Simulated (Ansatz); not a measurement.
C₃H₇O₂, doublet, geometry from GFN2-xTB, atoms displaced at random by about 0.08 Å a coordinate; B3LYP/6-31G, gradient (Ansatz, a quantum-chemistry and plane-wave program).

Here is a job for Ansatz.
Ansatz 0.2 input:
```yaml
crystal:
  periodic: [false, false, false]
  atoms:
    - {symbol: C, position_ang: [1.84435263, 1.09413012, 0.19081355]}
    - {symbol: O, position_ang: [0.61306880, 0.63688101, 0.33595657]}
    - {symbol: C, position_ang: [0.18317103, -0.36865083, -0.82649179]}
    - {symbol: C, position_ang: [-1.39826706, -0.70988865, -0.47077640]}
    - {symbol: O, position_ang: [-1.88681816, -0.42831749, 0.70124234]}
    - {symbol: H, position_ang: [2.12959130, 1.35686091, -0.78877837]}
    - {symbol: H, position_ang: [2.15276430, 1.54780521, 0.99111657]}
    - {symbol: H, position_ang: [2.44473936, -0.11799592, 0.40195214]}
    - {symbol: H, position_ang: [0.74127595, -1.40466800, -0.57827642]}
    - {symbol: H, position_ang: [0.25830029, 0.16130529, -1.66651711]}
    - {symbol: H, position_ang: [-1.75058207, -1.19320137, -1.16544039]}
    - {symbol: H, position_ang: [-1.15258002, -0.02435631, 1.08654168]}
basis:
  gaussian:
    orbitals: 6-31G
hamiltonian:
  xc: b3lyp
magnetization: {spin_polarized: true, initial_magnetization: 1}
output: {forces: true}
```

### Question
Predict the main parts of the log of this Ansatz run.

### Answer

```
Functional definition: B3LYP
755 factors; integrals over basis functions are off by at most 2.5e-4 eV
mean field evaluation 1: about -7304.8136 eV, gradient 3.6e1 eV
mean field evaluation 2: about -7300.1224 eV, gradient 5.0e1 eV
mean field evaluation 4: about -7310.3409 eV, gradient 1.7e0 eV
mean field evaluation 8: about -7310.6042 eV, gradient 1.8e-1 eV
mean field evaluation 16: about -7310.6044 eV, gradient 3.3e-4 eV
mean field -7310.60440890 eV, -268.6597567214 hartree, gradient 3.8e-5 eV, S^2 0.753359; 0 other end points of the search recorded, 0 dependent functions left out
the calculation of the forces begins
reference -7310.60460591 eV, -268.6597639615 hartree; 21, 20 occupied and 38, 39 virtual orbitals, 755 factors
Total energy: -7310.60460591 eV, -268.6597639615 hartree
Atom 0 at     1.844353     1.094130     0.190814 Å, force     3.265257    -7.797382    -2.399234 eV/Å
Atom 1 at     0.613069     0.636881     0.335957 Å, force    -6.436909    -1.833515    -1.561029 eV/Å
Atom 2 at     0.183171    -0.368651    -0.826492 Å, force    -2.308275    -3.112288     8.084768 eV/Å
Atom 3 at    -1.398267    -0.709889    -0.470776 Å, force     8.219207     4.901394     1.366174 eV/Å
Atom 4 at    -1.886818    -0.428317     0.701242 Å, force    -2.980711    -0.875307     1.378756 eV/Å
Atom 5 at     2.129591     1.356861    -0.788778 Å, force     0.581950     1.103716    -1.078470 eV/Å
Atom 6 at     2.152764     1.547805     0.991117 Å, force     1.775826     3.714872     4.267350 eV/Å
Atom 7 at     2.444739    -0.117996     0.401952 Å, force     0.205668     3.090922    -0.886855 eV/Å
Atom 8 at     0.741276    -1.404668    -0.578276 Å, force    -0.321007     2.560217    -1.239397 eV/Å
Atom 9 at     0.258300     0.161305    -1.666517 Å, force     0.822782     1.489842    -3.992644 eV/Å
Atom 10 at    -1.750582    -1.193201    -1.165440 Å, force    -5.051510    -5.334324    -6.714441 eV/Å
Atom 11 at    -1.152580    -0.024356     1.086542 Å, force     2.227722     2.091853     2.775023 eV/Å
Dipole moment:     0.437516     0.033166    -0.322581 e Å
```
